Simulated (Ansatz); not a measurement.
Cost and result for the atomization energy of CH₇NSSi₂, SMILES `S[SiH]1C[SiH2]N1` (12 atoms, 12 bonds).

```xyz
12

S    -2.324    1.452   -0.746
Si   -0.942   -0.169   -0.610
C     0.886    0.193   -0.887
Si    1.151   -0.455    0.861
N    -0.562   -0.711    0.984
H    -1.646    2.242    0.104
H    -1.561   -1.174   -1.512
H     1.122    1.246   -1.037
H     1.352   -0.392   -1.681
H     1.970   -1.695    0.959
H     1.698    0.525    1.841
H    -1.144   -1.061    1.724
```

The species carries charge 0 and has multiplicity 1. The geometry is a stationary point of PBE0-D4/def2-TZVP. It is one conformer, not always the lowest. Program: Ansatz. All runs use 4 threads of an AMD EPYC 9R45 on a shared host. Times are those of one run each, without the atoms' runs, and a repeat can differ threefold. Electronic energies, without spin–orbit coupling; frozen cores. CCSD(T)/CBS adds CCSD(T) − MP2 in def2-TZVPP to the MP2 limit, and its time is that of the two runs behind it. T1 = 0.011. B3LYP takes the VWN-RPA correlation (the form of Gaussian; ORCA's B3LYP/G). HSE06 is the plane-wave form, built on full-range PBE exchange.

CCSD(T)/CBS is a level of theory with its own doubt, some kJ/mol a heavy atom from the limit and from the frozen cores, so smaller differences don't rank the functionals.

```json
{"level": "LDA (SPW92)/def2-TZVPP", "functions": "286", "wall time": "0.7 s"}
{"level": "revPBE-D4/def2-TZVPP", "functions": "286", "wall time": "1.1 s"}
{"level": "BLYP-D4/def2-TZVPP", "functions": "286", "wall time": "1.1 s"}
{"level": "PBE0-D4/def2-TZVPP", "functions": "286", "wall time": "1.6 s"}
{"level": "BHLYP-D4/def2-TZVPP", "functions": "286", "wall time": "1.8 s"}
{"level": "HSE06-D4/def2-TZVPP", "functions": "286", "wall time": "1.9 s"}
{"level": "CCSD(T)/def2-SVP", "functions": "117", "wall time": "2.3 s"}
{"level": "B3LYP-D4/def2-TZVPP (with forces)", "functions": "286", "wall time": "2.5 s"}
{"level": "ωB97X-V/def2-TZVPP", "functions": "286", "wall time": "3.7 s"}
{"level": "ωB97M-V/def2-TZVPP (with forces)", "functions": "286", "wall time": "5.5 s"}
{"level": "MP2/def2-QZVPP", "functions": "534", "wall time": "11 s"}
{"level": "CCSD(T)/def2-TZVPP", "functions": "286", "wall time": "65 s"}
{"level": "CCSD(T)/CBS(def2)", "functions": "–", "wall time": "75 s"}
```

(1) What atomization energy does each give, and how far from CCSD(T)/CBS? (Estimate.)

Answers

(1) Ansatz gave: 
| level | atomization (kJ/mol) | difference from CCSD(T)/CBS | per bond |
| --- | --- | --- | --- |
| LDA (SPW92)/def2-TZVPP | 4744.2 | 538.7 | 44.9 |
| revPBE-D4/def2-TZVPP | 4151.0 | -54.5 | -4.5 |
| BLYP-D4/def2-TZVPP | 4162.7 | -42.8 | -3.6 |
| PBE0-D4/def2-TZVPP | 4192.4 | -13.1 | -1.1 |
| BHLYP-D4/def2-TZVPP | 4108.9 | -96.6 | -8.0 |
| HSE06-D4/def2-TZVPP | 4194.9 | -10.6 | -0.9 |
| CCSD(T)/def2-SVP | 3870.3 | -335.2 | -27.9 |
| B3LYP-D4/def2-TZVPP (with forces) | 4191.4 | -14.1 | -1.2 |
| ωB97X-V/def2-TZVPP | 4237.0 | 31.5 | 2.6 |
| ωB97M-V/def2-TZVPP (with forces) | 4226.9 | 21.4 | 1.8 |
| MP2/def2-QZVPP | 4197.4 | -8.1 | -0.7 |
| CCSD(T)/def2-TZVPP | 4075.8 | -129.7 | -10.8 |
| CCSD(T)/CBS(def2) | 4205.5 | 0.0 | 0.0 |

At CCSD(T), def2-SVP lies −335.2 kJ/mol from the extrapolated value and def2-TZVPP −129.6 kJ/mol: correlation converges slowly with the basis, and small sets miss more of it in the bonded molecule than in its fragments. Leaving LDA and LC-ωPBE aside and taking each functional with its dispersion term where it has one, the values spread over 128.1 kJ/mol, from BHLYP-D4 to ωB97X-V. LDA lies +543.6 kJ/mol from PBE without D4, its usual overbinding. From r2SCAN to r2SCAN0 (25 % exact exchange), in def2-TZVPP and without D4, the atomization energy moves by −47.5 kJ/mol: exact exchange takes away binding that semilocal exchange gives to molecules.
